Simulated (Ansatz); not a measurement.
Reaction (SMILES): N[SiH2]N -> [NH][SiH2]N + H atom (the H-N bond at the site shown breaks; other sites are not compared here)
Structures are relaxed separately at B3LYP-D3(BJ)/def2-TZVP in Ansatz (a quantum-chemistry and plane-wave program), one conformer each, not searched for the lowest. Frequencies are from Ansatz.
Geometry of the first species:
SMILES: N[SiH2]N
```xyz
9

Si     0.0195    -0.4378    -0.1029
N      1.3660     0.5720    -0.4677
N     -1.3998     0.1869     0.6462
H      0.5367    -1.4591     0.8334
H     -0.4283    -0.9755    -1.4059
H      1.9937     0.8943     0.2518
H      1.3509     1.2078    -1.2495
H     -1.4228     0.4074     1.6293
H     -2.0665     0.7416     0.1328
```

Property: bond dissociation energy (enthalpy at 298 K, with B3LYP-D3(BJ) rigid-rotor harmonic-oscillator terms), in kJ/mol. Correlated levels leave the core frozen unless marked. UHF or UKS for open shells. Spin-orbit coupling is left out. Non-relativistic unless marked X2C. Basis-set limits of correlation are two-point, X^-3; Hartree-Fock from the larger set.

```csv
level,program,bond dissociation energy (kJ/mol)
HF/cc-pV(D+d)Z,Ansatz,323.3
r2SCAN-D3(BJ)/def2-TZVPD,Ansatz + dftd3,438.2
```

Q: What does CCSD(T)/CBS(cc-pV(T+d)Z,cc-pV(Q+d)Z) (Ansatz) give?

A: 465.1 kJ/mol
